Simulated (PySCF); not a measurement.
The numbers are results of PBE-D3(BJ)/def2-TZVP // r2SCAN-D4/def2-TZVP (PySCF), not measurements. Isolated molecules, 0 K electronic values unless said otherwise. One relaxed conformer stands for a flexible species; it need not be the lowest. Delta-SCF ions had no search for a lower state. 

Reference species (SMILES): `[SiH2]=[SiH]O[SiH3]` (Si–Si–O–Si torsion 24°) (neutral, multiplicity 1).

The LUMO is -2.78 eV, the HOMO–LUMO gap is 2.42 eV and the S1 oscillator strength is 0.015. The vertical ionisation energy (Delta-SCF) comes out as 7.86 eV.

Changed species: `O[SiH2][SiH]=[SiH2]` (H–O–Si–Si torsion 169°, O–Si–Si–Si torsion -23°).

### Question
What does the change do to the LUMO, HOMO–LUMO gap, S1 oscillator strength and vertical ionisation energy (Delta-SCF)?

### Answer
the LUMO rises by 0.11 eV, to -2.67 eV; the HOMO–LUMO gap rises by 0.05 eV, to 2.47 eV; the S1 oscillator strength is nearly the same; the vertical ionisation energy (Delta-SCF) drops by 0.12 eV, to 7.74 eV.
